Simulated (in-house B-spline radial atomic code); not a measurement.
K IV (K3+) is squeezed into an impenetrable sphere of radius R (the orbitals vanish at R). All numbers are computed (scalar-relativistic (X2C) Hartree-Fock, spin-polarised, averaged over the determinants with the given up and down occupations; Fermi nucleus of rms radius 3.4349 fm) with a radial B-spline atomic code at the basis-set limit, not measured.

Energies in eV above the free ion in [Ne] 3s2 3p4:

```
R (bohr)  highest level (eV)  [Ne] 3s2 3p4  [Ne] 3s2 3p3 3d1  [He] 2s2 2p5 3s2 3p4 3d1
    9.27               -60.1             0             20.83                     304.8
    6.86               -60.1             0             20.83                     304.8
    5.18               -60.1      0.002108             20.85                     304.8
    4.43                 -60       0.02919             20.93                     304.9
     3.7               -59.8        0.3403             21.47                     305.3
    2.85               -57.5         5.071             27.12                     310.2
    2.56               -54.8         12.25             34.84                     317.4
    2.29               -49.8         27.45             50.54                     332.8
    1.76               -23.2           132             153.9                     440.7
    1.55                2.67           249             266.9                     563.2
```

Does [Ne] 3s2 3p3 3d1 fall below [Ne] 3s2 3p4 under compression?

No, it stays above over the whole range.

Does [He] 2s2 2p5 3s2 3p4 3d1 fall below [Ne] 3s2 3p4 under compression?

No, it stays above over the whole range.

The highest level is first positive in the row R = 1.55 bohr, pushed up by confinement above the zero of the free ion's potential. Each configuration is held fixed and needn't be the lowest in the sphere.
